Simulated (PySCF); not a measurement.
**Bond length, frequency and bond energy of SrGa⁺ by level of theory**

State: ¹Σ⁺ (singlet), closed shell. Set-up: PySCF, scalar-relativistic core potentials, basis sets Sr def2-SVP with ECP28, Ga def2-SVP. De refers to Sr⁺ + Ga in their high-spin ground configurations, without counterpoise correction. A positive dipole points towards Ga; it is taken about the centre of mass and depends on that origin.

```json
{"Level": "RHF-MP2", "Re (Å)": "3.616", "ωe (cm⁻¹)": "101", "De (eV)": "1.04", "μ (D)": "n/a", "CPU s a point (SCF and correlation, without the integrals)": "0.15"}
{"Level": "RHF-SCS-MP2", "Re (Å)": "3.646", "ωe (cm⁻¹)": "97.5", "De (eV)": "1.08", "μ (D)": "n/a", "CPU s a point (SCF and correlation, without the integrals)": "n/a"}
{"Level": "RHF-CCSD", "Re (Å)": "3.625", "ωe (cm⁻¹)": "99.9", "De (eV)": "1.16", "μ (D)": "n/a", "CPU s a point (SCF and correlation, without the integrals)": "n/a"}
{"Level": "RHF-CCSD(T)", "Re (Å)": "3.619", "ωe (cm⁻¹)": "99.8", "De (eV)": "1.24", "μ (D)": "n/a", "CPU s a point (SCF and correlation, without the integrals)": "2"}
{"Level": "PBE", "Re (Å)": "3.636", "ωe (cm⁻¹)": "96.5", "De (eV)": "1.50", "μ (D)": "-3.34", "CPU s a point (SCF and correlation, without the integrals)": "0.69"}
{"Level": "revPBE", "Re (Å)": "3.666", "ωe (cm⁻¹)": "94.3", "De (eV)": "1.41", "μ (D)": "-3.50", "CPU s a point (SCF and correlation, without the integrals)": "0.52"}
{"Level": "TPSS", "Re (Å)": "3.622", "ωe (cm⁻¹)": "99.5", "De (eV)": "1.44", "μ (D)": "-4.14", "CPU s a point (SCF and correlation, without the integrals)": "0.76"}
{"Level": "r²SCAN", "Re (Å)": "3.604", "ωe (cm⁻¹)": "102", "De (eV)": "1.13", "μ (D)": "-4.18", "CPU s a point (SCF and correlation, without the integrals)": "0.82"}
{"Level": "PBE0", "Re (Å)": "3.621", "ωe (cm⁻¹)": "101", "De (eV)": "1.30", "μ (D)": "-3.86", "CPU s a point (SCF and correlation, without the integrals)": "1.2"}
{"Level": "M06-2X", "Re (Å)": "3.664", "ωe (cm⁻¹)": "96.4", "De (eV)": "1.39", "μ (D)": "-2.55", "CPU s a point (SCF and correlation, without the integrals)": "0.77"}
{"Level": "CAM-B3LYP", "Re (Å)": "3.611", "ωe (cm⁻¹)": "101", "De (eV)": "1.18", "μ (D)": "-3.74", "CPU s a point (SCF and correlation, without the integrals)": "1.1"}
```

Q: Which functional lies closest to RHF-CCSD(T) in De, which farthest, and by how much do they differ from it?

A: Closest is PBE0 (+0.2 pm in Re, +1.2 % in ωe, +0.06 eV in De against RHF-CCSD(T) in the same basis), farthest PBE (+1.7 pm in Re, -3.3 % in ωe, +0.26 eV in De). CCSD(T) converges more slowly with the basis than the functionals do and binds too weakly in this one, so the order can change at the basis-set limit.

Q: What does a quarter of exact exchange do here, going from PBE to PBE0?

A: PBE0 less PBE: -1.5 pm in Re, +4.7 % in ωe, -0.20 eV in De. Exact exchange removes part of the self-interaction that spreads semilocal densities, and in most molecules shortens and stiffens the bond and lowers De; so it does here.

Q: What does the step from GGA to meta-GGA do here, going from PBE to r²SCAN?

A: r²SCAN less PBE: -3.2 pm in Re, +5.7 % in ωe, -0.37 eV in De. 

Correlated steps freeze 9 core orbitals. Closed-shell solutions of metal pairs were not tested for spin polarisation, which can lower them a little. Correlated levels converge slowly with the basis: in double zeta they bind strong bonds too weakly, by up to about 1 eV, and carry superposition errors of some tenths. For an ion De counts to the pair picked by the measured ionisation energies or electron affinities, which need not be the lowest pair at this level. Where the molecule has an RHF reference, its open-shell atoms are computed with UHF.

The whole job (state search and all levels along the bond) took about 2.4 min on 1 thread of Oxide Virtual Turin-like (shared host), peak memory 0.77 GiB.
